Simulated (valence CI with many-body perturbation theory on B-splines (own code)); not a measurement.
**Level structure of Os25+**

Calculated by valence CI with perturbative core correlation (CI+MBPT): five valence electrons over a frozen Dirac-Fock core [Kr] 4d10, radial functions for each j: 7 s, 7 p, 7 d, 7 f, 4 g, 2 h, with the one-electron correlation potential Σ1, the two-electron term Σ2, the three-electron term Σ3, Breit, model QED; selected CI, second order for the rest, scaled by the run's own slope (own B-spline code, finite nucleus).

No measured spectrum was set against this ion. As an estimate, terms of the open shell hold to a few per cent of their energy, and close levels can change places. Among the levels kept, up to 990 cm⁻¹ of a level comes from second order outside the variational space, and about a tenth of that is noise between levels of different J, which matters for small intervals. Only levels of the ground parity were solved; by the run's estimate the other parity begins above the list, which can be wrong where configurations are misplaced.

Levels 46 to 90 of 194, with energies above the lowest level, (4f5/2^5) J=5/2. "Leading %" is the weight of the configuration and term that name the level; weights of strongly mixed levels are sums over their largest components and can fall short. In the jj column 3d3/2^4 stands for four electrons in 3d with j = 3/2. Lifetimes count E1, E2, E3, M1 and M2 decay at the calculated energies, and are blank where another channel may lead or the interval is too uncertain; long ones can be off by a factor of two.

```
No.  Configuration  Term     J  E (cm⁻¹)  Leading %  Second component  Lifetime               Leading jj
 46            4f5   2H°  11/2    105600         26      23 % 4f5 4G°   1.00 ms   4f5/2^3 4f7/2^2 (44 %)
 47            4f5   2P°   3/2    107420         35      23 % 4f5 4P°   1.83 ms   4f5/2^3 4f7/2^2 (62 %)
 48            4f5   4G°  11/2    108170         44      25 % 4f5 2H°   1.08 ms   4f5/2^2 4f7/2^3 (36 %)
 49            4f5   6P°   7/2    108260         49      28 % 4f5 4D°   5.58 ms   4f5/2^3 4f7/2^2 (43 %)
 50            4f5   4F°   9/2    108880         51      17 % 4f5 4H°   2.57 ms   4f5/2^3 4f7/2^2 (66 %)
 51            4f5   4K°  15/2    109670         56      27 % 4f5 4L°   1.88 ms   4f5/2^2 4f7/2^3 (95 %)
 52            4f5   4L°  19/2    110860         34      31 % 4f5 4M°   3.04 ms   4f5/2^2 4f7/2^3 (79 %)
 53            4f5   4P°   1/2    111530         69      24 % 4f5 4D°    759 μs   4f5/2^2 4f7/2^3 (82 %)
 54            4f5   4I°  15/2    112460         42      33 % 4f5 2K°   3.95 ms   4f5/2^3 4f7/2^2 (75 %)
 55            4f5   4G°   9/2    112610         50      20 % 4f5 4I°    746 μs   4f5/2^3 4f7/2^2 (51 %)
 56            4f5   4F°   5/2    114330         31      23 % 4f5 2D°   1.54 ms   4f5/2^3 4f7/2^2 (53 %)
 57            4f5   2D°   3/2    114680         32      32 % 4f5 4F°   1.85 ms   4f5/2^3 4f7/2^2 (37 %)
 58            4f5   4G°   5/2    115770         28      22 % 4f5 2F°    881 μs   4f5/2^2 4f7/2^3 (42 %)
 59            4f5   4F°   9/2    117260         42      25 % 4f5 2G°   1.01 ms   4f5/2^2 4f7/2^3 (54 %)
 60            4f5   2N°  19/2    117340         64      32 % 4f5 4L°   1.26 ms   4f5/2^2 4f7/2^3 (85 %)
 61            4f5   4I°  11/2    118090         54      23 % 4f5 2H°   2.01 ms   4f5/2^3 4f7/2^2 (50 %)
 62            4f5   2O°  21/2    118810         52      33 % 4f5 4M°   1.87 ms   4f5/2^2 4f7/2^3 (59 %)
 63            4f5   4F°   7/2    121520         51      19 % 4f5 4D°   1.67 ms   4f5/2^2 4f7/2^3 (67 %)
 64            4f5   2M°  17/2    122720         62      23 % 4f5 4L°   1.85 ms   4f5/2^2 4f7/2^3 (83 %)
 65            4f5   2H°   9/2    122900         38      25 % 4f5 4H°   1.06 ms   4f5/2^2 4f7/2^3 (50 %)
 66            4f5   4H°  13/2    123400         41      31 % 4f5 2K°   1.29 ms   4f5/2^2 4f7/2^3 (62 %)
 67            4f5   4I°  15/2    123700         38      30 % 4f5 2L°    497 μs     4f5/2 4f7/2^4 (51 %)
 68            4f5   2F°   5/2    126250         23      20 % 4f5 2D°    933 μs   4f5/2^3 4f7/2^2 (43 %)
 69            4f5   2K°  13/2    126480         37      28 % 4f5 4I°   1.46 ms   4f5/2^2 4f7/2^3 (42 %)
 70            4f5   4G°  11/2    126870         27      24 % 4f5 2I°   1.09 ms   4f5/2^3 4f7/2^2 (43 %)
 71            4f5   4P°   5/2    127230         44      18 % 4f5 4F°    991 μs   4f5/2^2 4f7/2^3 (72 %)
 72            4f5   4G°   7/2    129640         43      21 % 4f5 4F°   1.36 ms   4f5/2^3 4f7/2^2 (49 %)
 73            4f5   4I°  13/2    130770         24      23 % 4f5 2K°    759 μs     4f5/2 4f7/2^4 (36 %)
 74            4f5   4K°  11/2    131380         22      22 % 4f5 2I°   1.08 ms   4f5/2^3 4f7/2^2 (53 %)
 75            4f5   4H°   7/2    132000         50      24 % 4f5 2G°    597 μs   4f5/2^3 4f7/2^2 (48 %)
 76            4f5   4F°   3/2    134490         28      23 % 4f5 4P°   1.13 ms   4f5/2^2 4f7/2^3 (58 %)
 77            4f5   2I°  11/2    135530         35      29 % 4f5 4H°   1.28 ms   4f5/2^2 4f7/2^3 (51 %)
 78            4f5   2L°  17/2    137820         45      33 % 4f5 4K°   1.13 ms     4f5/2 4f7/2^4 (77 %)
 79            4f5   4D°   1/2    137950         36      36 % 4f5 4P°    586 μs     4f5/2 4f7/2^4 (48 %)
 80            4f5   4G°   9/2    138390         46      19 % 4f5 4I°    893 μs   4f5/2^2 4f7/2^3 (54 %)
 81            4f5   2F°   7/2    138450         51      36 % 4f5 2G°    975 μs   4f5/2^2 4f7/2^3 (75 %)
 82            4f5   2O°  23/2    138540        100                     5.14 ms  4f5/2^2 4f7/2^3 (100 %)
 83            4f5   2L°  15/2    139390         47      42 % 4f5 4I°   1.26 ms   4f5/2^2 4f7/2^3 (73 %)
 84            4f5   4I°  13/2    140490         41      27 % 4f5 2K°    911 μs   4f5/2^2 4f7/2^3 (69 %)
 85            4f5   2D°   3/2    140650         48      27 % 4f5 4P°    661 μs   4f5/2^2 4f7/2^3 (63 %)
 86            4f5   2H°  11/2    142910         42      28 % 4f5 4G°    923 μs   4f5/2^2 4f7/2^3 (60 %)
 87            4f5   2H°   9/2    144530         33      26 % 4f5 2G°   1.29 ms   4f5/2^2 4f7/2^3 (47 %)
 88            4f5   2F°   7/2    144560         46      24 % 4f5 2G°   1.25 ms   4f5/2^2 4f7/2^3 (71 %)
 89            4f5   4G°   5/2    145850         39      24 % 4f5 4P°    558 μs   4f5/2^2 4f7/2^3 (57 %)
 90            4f5   4P°   1/2    149070         52      33 % 4f5 4D°    653 μs   4f5/2^3 4f7/2^2 (52 %)
```

Where two levels of one J and parity lie close, their mixing, g and order are uncertain.
